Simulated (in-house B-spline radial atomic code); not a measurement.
One electron outside the [He] 2s2 2p6 core: K IX (K8+)

Computed with a B-spline radial code for spherical atoms, no-pair Dirac-Coulomb Hamiltonian, finite nucleus. Rungs: frozen-core Dirac-Hartree-Fock (DHF); Brueckner orbitals from the second-order correlation potential; the same with the Coulomb interaction screened by the core and the hole-particle interaction summed; Breit and QED terms from differences of relaxed Dirac-Fock atoms, where computed. Partial waves beyond l = 6 are extrapolated. The tables show a selection of states; those near core-excited levels, with erratic corrections or far from their DHF start are never shown.

Command:
```bash
python run_mb.py task.json out
```
Settings (nuclear radius in fm, box in bohr, cutoff in hartree):
```
basis_form          2
Z                   19
core_configuration  [He] 2s2 2p6
rms_radius          3.4349
mass_number         39
speed_of_light      137.036
box_radius          23.467
lmax                6
intervals           66
virtual_cutoff      722.0
```

Run time, properties included: 22 s on 1 thread of AMD EPYC 9R45 96-Core Processor, on a shared host.

Removal energies (eV):

| state | DHF | second order | screened | Breit + QED | final |
| --- | --- | --- | --- | --- | --- |
| 3s1/2 | 175.269 | 175.868 | 175.86 | -0.0486 | 175.812 |
| 3p1/2 | 155.756 | 156.377 | 156.369 | -0.0426 | 156.326 |
| 3p3/2 | 155.279 | 155.893 | 155.885 | -0.0251 | 155.86 |
| 3d3/2 | 128.723 | 129.353 | 129.352 | -0.00823 | 129.343 |
| 3d5/2 | 128.687 | 129.314 | 129.312 | -0.00103 | 129.311 |
| 4s1/2 | 88.967 | 89.1833 | 89.1773 | -0.0175 | 89.1598 |
| 4p1/2 | 81.5893 | 81.8217 | 81.8149 | -0.0162 | 81.7988 |
| 4p3/2 | 81.4093 | 81.6398 | 81.6331 | -0.0094 | 81.6237 |
| 4d3/2 | 71.8434 | ? | ? | ? | ? |
| 4d5/2 | 71.8255 | 72.0473 | 72.0445 | -0.000505 | 72.044 |
| 4f5/2 | 68.9986 | 69.0863 | 69.0881 | - | - |
| 4f7/2 | 68.9926 | 69.0801 | 69.082 | - | - |
| 5s1/2 | 53.851 | ? | ? | ? | ? |
| 5p1/2 | 50.3018 | 50.4077 | 50.4039 | - | - |

Question: What does correlation do to 5s1/2?

Answer: It adds 0.09503 eV to the removal energy in second order and 0.09166 eV with screening, giving 53.9427 eV before Breit and QED terms, which weren't computed for this state.

Question: What does correlation do to 4d3/2?

Answer: It adds 0.2232 eV to the removal energy in second order and 0.2204 eV with screening; Breit and QED add -0.00368 eV, for a final 72.06 eV.

Question: How does the lowest state compare with the NIST ionisation energy?

Answer: 3s1/2 is bound by 175.812 eV, without recoil; NIST lists 175.8174 ± 0.0025 eV (semi-empirical), a difference of -0.0059 eV.

Electric-dipole lines from 3s1/2 (reduced matrix elements in atomic units, length form, static core polarisation, sign of DHF taken positive):

| upper | DHF | + core polarisation | + Brueckner | λ (nm) | A (s⁻¹) |
| --- | --- | --- | --- | --- | --- |
| 3p1/2 | 0.8769 | 0.8555 | 0.8525 | 63.63 | 2.86e+09 |
| 3p3/2 | 1.242 | 1.212 | 1.208 | 62.141 | 3.08e+09 |

Question: What radiative lifetime does 3d3/2 get from its electric-dipole decays?

Answer: The rates to lower computed states sum to 8.66e+09 s⁻¹, a lifetime of 0.115 ns.

Magnetic hyperfine constants per unit nuclear g factor (MHz, nucleus as a uniformly magnetised ball; they apply to isotopes with nuclear spin):

```json
{"state": "3s1/2", "DHF": "23410", "+ core polarisation": "25580", "+ Brueckner": "25960"}
{"state": "3p1/2", "DHF": "6347", "+ core polarisation": "7019", "+ Brueckner": "7130"}
{"state": "3p3/2", "DHF": "1233", "+ core polarisation": "1207", "+ Brueckner": "1225"}
{"state": "4s1/2", "DHF": "8500", "+ core polarisation": "9220", "+ Brueckner": "9316"}
{"state": "4p1/2", "DHF": "2404", "+ core polarisation": "2637", "+ Brueckner": "2665"}
{"state": "4p3/2", "DHF": "467.5", "+ core polarisation": "449.9", "+ Brueckner": "454.5"}
```

Question: What is the static scalar polarisability of 3s1/2?

Answer: 1.046 bohr³: 0.02767 from the core and 1.018 from the valence electron, Pauli blocking included.
